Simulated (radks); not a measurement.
Question: Ionisation of neutral caesium, [Xe] 6s1, to [Xe] as the strength of local exchange is varied. Method: scalar-relativistic Kohn-Sham, Slater X-alpha exchange (alpha = 2/3 is LDA exchange), no correlation, spin-polarised, spherical densities, point nucleus; open shells are filled with parallel spins first (spin-orbit coupling, left out, can overturn this in heavy ions); computed with a radial shooting solver on a logarithmic mesh with Libxc functionals.

| alpha | E(Cs) (hartree) | exchange (hartree) | IE (eV) | -e of the level emptied (eV) | <r> of it (bohr) |
|---|---|---|---|---|---|
| 0.591 | -7755.0364 | -159.6255 | 3.342 | 1.699 (6s) | 5.967 |
| 0.667 | -7775.6465 | -180.6052 | 3.613 | 1.964 (6s) | 5.751 |
| 0.833 | -7820.8431 | -226.7868 | 4.241 | 2.595 (6s) | 5.345 |
| 0.932 | -7847.9152 | -254.5620 | 4.637 | 3.003 (6s) | 5.136 |
| 0.949 | -7852.5728 | -259.3489 | 4.707 | 3.076 (6s) | 5.103 |
| 0.984 | -7862.1700 | -269.2206 | 4.852 | 3.228 (6s) | 5.035 |
| ? | -7775.9180 | -180.8819 | 3.617 | 1.967 (6s) | 5.749 |

Which alpha was used in the last row?

Answer: alpha = 0.668. NIST Atomic Spectra Database: 3.894 eV (measured). The Delta-SCF value meets it near alpha = 0.74.
